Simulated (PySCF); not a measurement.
Species: C7H11NOS.
SMILES with atom numbers: `[CH2:1]=[CH:2][C@@:3]([CH3:4])([C:5]#[N:6])[CH2:7][S@@:8]([CH3:9])=[O:10]` (hydrogens: H11, H12 on C1; H13 on C2; H14, H15, H16 on C4; H17, H18 on C7; H19, H20, H21 on C9)

Geometry (GFN2-xTB, Å), atoms numbered from 1 in this order:
```
atom  x, y, z in Å
C1    -2.981    0.686    0.595
C2    -1.720    0.592    0.971
C3    -0.524    0.403    0.057
C4    -0.883    0.367   -1.431
C5     0.339    1.544    0.296
N6     1.001    2.453    0.501
C7     0.187   -0.890    0.478
S8     1.635   -1.331   -0.627
C9     2.935   -0.517    0.394
O10    1.815   -2.766   -0.421
H11   -3.765    0.808    1.321
H12   -3.293    0.645   -0.434
H13   -1.461    0.644    2.021
H14   -1.428    1.266   -1.712
H15    0.021    0.310   -2.033
H16   -1.496   -0.506   -1.642
H17    0.535   -0.844    1.509
H18   -0.498   -1.733    0.373
H19    2.725    0.544    0.462
H20    3.884   -0.676   -0.110
H21    2.962   -0.981    1.373
```

Computed at PBE0/pcSseg-1 (PySCF, non-relativistic), with Q(14N) = 0.02044 b, Q(33S) = −0.0678 b, Q(17O) = −0.0256 b: N6, 14N (I = 1): χzz = -4.626 MHz, η = 0.017; S8, 33S (I = 3/2): χzz = 32.99 MHz, η = 0.080; O10, 17O (I = 5/2): χzz = -10.29 MHz, η = 0.350.

Task: Find the zero-field quadrupole resonance frequencies of 14N at N6.

Result: From ν± = (3/4)|χ|(1 ± η/3) and ν0 = |χ|η/2: ν+ 3.489 MHz, ν− 3.450 MHz, ν0 0.039 MHz (nitrile nitrogen).

Task: Find the zero-field quadrupole resonance frequencies of 33S at S8.

Result: From ν = (|χ|/2)√(1 + η²/3): ν = 16.51 MHz (sulfinyl sulfur).

Task: Where would the pure quadrupole (NQR) lines of 17O at O10 fall for the rigid, isolated species?

Result: From the eigenvalues of H = χ/[4I(2I − 1)] × [3Iz² − I(I + 1) + η(Ix² − Iy²)], steps between neighbouring levels, labelled as for η = 0: ±1/2↔±3/2 1.738 MHz, ±3/2↔±5/2 3.018 MHz (sulfinyl oxygen).

In a crystal, neighbours and librations shift these lines. GFN2-xTB bond lengths can be off by several hundredths of an ångström, more for odd bonds, and the gradients follow them. A larger basis could move these couplings by a tenth or more.

One conformer stands for the species.
